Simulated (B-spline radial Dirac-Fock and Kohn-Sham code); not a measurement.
**Ti 3p3/2: cross section and angular parameters**

System: neutral titanium, configuration [Ar] 3d2 4s2; threshold 43.61 eV (orbital energy of the model). These are calculated numbers from a radial finite-basis atomic code; the model is Dirac-Hartree-Slater photoionisation with a Latter tail; cross sections with all multipoles, angular parameters from the dipole term and its interference with E2.

Input of the calculation (task.json; shells as n, l, electrons):

```json
{"items": [{
  "Z": 22,
  "q": 0,
  "cfg": [[1, 0, 2], [2, 0, 2], [2, 1, 6], [3, 0, 2], [3, 1, 6], [3, 2, 2], [4, 0, 2]],
  "A": 48,
  "rrms": 3.5921,
  "do": "xps",
  "hv": [60, 63.5, 76.1, 80, 117.0, 120.0, 157.0, 196.0, 296.0, 300, 400, 449.0, 488.0, 540.0, 600, 697.0, 1253.6, 2010.0, 2020.0, 3160.0, 3870.0, 6000, 6850.0, 8260.0, 9251.7, 10900.0, 11100.0, 11200.0, 12600.0, 12700.0],
  "edges": {"K": 4966.0, "L1": 560.9, "L2": 460.2, "L3": 453.8}
}]}
```

Command: `python xray2_run.py task.json out`

For linearly polarised light dσ/dΩ = σ/(4π) [1 + β P₂(cos θ) + (δ + γ cos²θ) sin θ cos φ], with θ from the polarisation vector and φ the angle between the beam and the projection of the electron momentum on the plane normal to the polarisation.

```csv
hν (eV),σ (kb),β,γ,δ
60,560,-0.311,-0.122,0.050
63.5,557,-0.471,-0.068,0.049
76.1,678,-0.006,0.101,0.026
80,716,0.174,0.124,0.020
117,827,1.078,0.091,-0.001
120,821,1.114,0.084,-0.002
157,693,1.380,0.018,-0.002
196,546,1.504,-0.013,-0.001
296,294,1.615,-0.010,0.002
300,288,1.617,-0.009,0.003
400,169,1.633,0.036,0.005
449,?,?,?,?
488,112,1.625,0.084,0.007
540,90.2,1.616,0.112,0.008
600,71.3,1.603,0.145,0.009
697,50.5,1.578,0.196,0.011
1253.6,11.6,1.429,0.431,0.024
2010,3.13,1.260,0.643,0.044
2020,3.09,1.258,0.645,0.045
3160,0.808,1.066,0.848,0.077
3870,0.428,0.973,0.934,0.098
6000,0.102,0.768,1.101,0.157
6850,0.0652,0.707,1.146,0.178
8260,0.0343,0.624,1.208,0.213
9251.7,0.0231,0.574,1.244,0.236
10900,0.0130,0.505,1.293,0.272
11100,0.0122,0.498,1.298,0.276
11200,0.0118,0.494,1.300,0.278
12600,0.00774,0.447,1.333,0.307
12700,0.00752,0.444,1.335,0.309
```

Q: Give the values at 449 eV.

A: σ = 134 kb, β = 1.631, γ = 0.062, δ = 0.006.
